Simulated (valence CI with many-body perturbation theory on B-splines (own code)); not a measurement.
Forbidden lines of As11+

Method: valence CI with perturbative core correlation (CI+MBPT): four valence electrons over a frozen Dirac-Fock core [Ar], radial functions for each j: 7 s, 7 p, 8 d, 6 f, 4 g, 1 h, with the one-electron correlation potential Σ1 (screened to all orders), the two-electron term Σ2, the three-electron term Σ3, Breit, model QED; selected single and double excitations, second order for the rest, scaled by the run's own slope (own B-spline code, finite nucleus).

No measured spectrum was set against this ion. As an estimate, terms of the open shell hold to 2 to 4 % of their energy, and close levels can change places. The list stops below the first excitations out of the core. Only levels of the ground parity were solved; by the run's estimate the other parity begins above the list, which can be wrong where configurations are misplaced.

Lines 51 to 100 of 120 in falling wavelength, among levels below 68.683 eV, chosen from the decays that carry over 1 % of a level's rate. Wavelengths and rates use the calculated energies, so an error of 2000 cm⁻¹ moves a line at 2629 Å by 5.3 % and its rate by three times that or more. Electric multipoles are in the length gauge, E1 and E2 with the static RPA response of the core. Weak lines are less certain than strong ones. Lines between different terms over intervals too small for the method are left out, as are lines whose strength nearly cancels. Branching is blank where the lifetime is uncertain.

Names give the largest LS component (configuration and term), which can be under half, so a name can repeat, a term be missing and a line seem to break the LS rules; names also repeat where a configuration has a term twice. Letters in brackets count levels of one name in rising energy.

| λ vac (Å) | Upper | Lower | Type | A (s⁻¹) | Branch % |
| --- | --- | --- | --- | --- | --- |
| 2629 | 3d⁴ ³H_4 | 3d⁴ ⁵D_4 | M1 | 4.26e+00 | 83.0 |
| 2577 | 3d⁴ ¹D_2 [a] | 3d⁴ ³F_2 [a] | M1 | 1.29e+01 | 15.7 |
| 2535 | 3d⁴ ¹D_2 [a] | 3d⁴ ³F_3 [a] | M1 | 2.50e+01 | 30.4 |
| 2461 | 3d⁴ ³H_4 | 3d⁴ ⁵D_3 | M1 | 8.71e-01 | 17.0 |
| 2456 | 3d⁴ ³H_5 | 3d⁴ ⁵D_4 | M1 | 5.38e-02 | 10.6 |
| 2427 | 3d⁴ ¹F_3 | 3d⁴ ³G_4 | M1 | 8.39e+00 |  |
| 2393 | 3d⁴ ³P_0 [a] | 3d⁴ ⁵D_1 | M1 | 1.03e+02 | 100.0 |
| 2380 | 3d⁴ ¹F_3 | 3d⁴ ³G_3 | M1 | 6.45e+00 |  |
| 2355 | 3d⁴ ¹D_2 [a] | 3d⁴ ³P_1 [a] | M1 | 5.81e+00 | 7.1 |
| 2274 | 3d⁴ ³P_2 [b] | 3d⁴ ³D_1 | M1 | 7.72e-01 | 1.1 |
| 2270 | 3d⁴ ³F_3 [a] | 3d⁴ ⁵D_4 | M1 | 2.92e+00 | 7.5 |
| 2238 | 3d⁴ ¹F_3 | 3d⁴ ³P_2 [a] | M1 | 8.79e-01 |  |
| 2237 | 3d⁴ ³F_4 [b] | 3d⁴ ¹G_4 [a] | M1 | 3.77e+00 |  |
| 2206 | 3d⁴ ³P_2 [b] | 3d⁴ ³D_2 | M1 | 1.14e+01 | 15.9 |
| 2189 | 3d⁴ ³F_4 [a] | 3d⁴ ⁵D_4 | M1 | 4.09e+01 | 74.9 |
| 2176 | 3d⁴ ³P_1 [a] | 3d⁴ ⁵D_2 | M1 | 7.62e+01 | 89.6 |
| 2164 | 3d⁴ ³P_2 [b] | 3d⁴ ³D_3 | M1 | 4.97e+00 | 6.9 |
| 2164 | 3d⁴ ³P_2 [b] | 3d⁴ ³D_3 | E2 | 8.73e-01 | 1.2 |
| 2144 | 3d⁴ ³F_3 [a] | 3d⁴ ⁵D_3 | M1 | 2.49e+01 | 63.8 |
| 2129 | 3d⁴ ³F_2 [b] | 3d⁴ ³D_1 | M1 | 1.26e+01 | 13.0 |
| 2115 | 3d⁴ ³F_2 [a] | 3d⁴ ⁵D_3 | M1 | 2.35e+00 | 8.5 |
| 2086 | 3d⁴ ¹F_3 | 3d⁴ ³F_4 [a] | M1 | 2.59e+00 |  |
| 2071 | 3d⁴ ³F_4 [a] | 3d⁴ ⁵D_3 | M1 | 9.59e+00 | 17.6 |
| 2071 | 3d⁴ ³F_4 [b] | 3d⁴ ³D_3 | M1 | 1.70e+01 |  |
| 2069 | 3d⁴ ³F_2 [b] | 3d⁴ ³D_2 | M1 | 1.70e+01 | 17.5 |
| 2042 | 3d⁴ ³P_1 [a] | 3d⁴ ⁵D_0 | M1 | 4.98e+00 | 5.9 |
| 2042 | 3d⁴ ³F_3 [a] | 3d⁴ ⁵D_2 | M1 | 1.03e+01 | 26.5 |
| 2017 | 3d⁴ ¹F_3 | 3d⁴ ³F_3 [a] | M1 | 4.18e+00 |  |
| 2016 | 3d⁴ ³F_2 [a] | 3d⁴ ⁵D_2 | M1 | 1.59e+01 | 57.2 |
| 1942 | 3d⁴ ³F_2 [a] | 3d⁴ ⁵D_1 | M1 | 9.50e+00 | 34.3 |
| 1940 | 3d⁴ ³P_2 [a] | 3d⁴ ⁵D_3 | M1 | 4.21e+01 | 85.3 |
| 1938 | 3d⁴ ³G_3 | 3d⁴ ⁵D_4 | M1 | 1.42e+00 | 6.2 |
| 1907 | 3d⁴ ³G_4 | 3d⁴ ⁵D_4 | M1 | 6.82e+00 | 57.6 |
| 1845 | 3d⁴ ³G_3 | 3d⁴ ⁵D_3 | M1 | 9.48e+00 | 41.7 |
| 1840 | 3d⁴ ³G_5 | 3d⁴ ⁵D_4 | M1 | 3.47e-01 | 3.1 |
| 1817 | 3d⁴ ³G_4 | 3d⁴ ⁵D_3 | M1 | 2.43e+00 | 20.6 |
| 1799 | 3d⁴ ¹F_3 | 3d⁴ ³H_4 | M1 | 2.48e+00 |  |
| 1769 | 3d⁴ ³G_3 | 3d⁴ ⁵D_2 | M1 | 4.27e+00 | 18.8 |
| 1734 | 3d⁴ ³F_4 [b] | 3d⁴ ³G_5 | M1 | 1.05e+01 |  |
| 1734 | 3d⁴ ³F_4 [b] | 3d⁴ ³G_5 | E2 | 1.43e+00 |  |
| 1678 | 3d⁴ ³F_4 [b] | 3d⁴ ³G_4 | M1 | 4.35e+00 |  |
| 1678 | 3d⁴ ³F_4 [b] | 3d⁴ ³G_4 | E2 | 1.10e+00 |  |
| 1655 | 3d⁴ ³F_4 [b] | 3d⁴ ³G_3 | M1 | 4.65e+00 |  |
| 1639 | 3d⁴ ³P_2 [b] | 3d⁴ ³P_2 [a] | E2 | 1.25e+00 | 1.7 |
| 1630 | 3d⁴ ³F_2 [b] | 3d⁴ ³G_3 | M1 | 2.84e+01 | 29.3 |
| 1569 | 3d⁴ ³D_3 | 3d⁴ ⁵D_4 | M1 | 2.55e+01 | 58.8 |
| 1507 | 3d⁴ ³D_3 | 3d⁴ ⁵D_3 | M1 | 5.69e+00 | 13.2 |
| 1507 | 3d⁴ ³F_4 [b] | 3d⁴ ³F_4 [a] | M1 | 8.29e+00 |  |
| 1507 | 3d⁴ ³F_4 [b] | 3d⁴ ³F_4 [a] | E2 | 1.12e+00 |  |
| 1488 | 3d⁴ ³D_2 | 3d⁴ ⁵D_3 | M1 | 1.69e+01 | 36.9 |
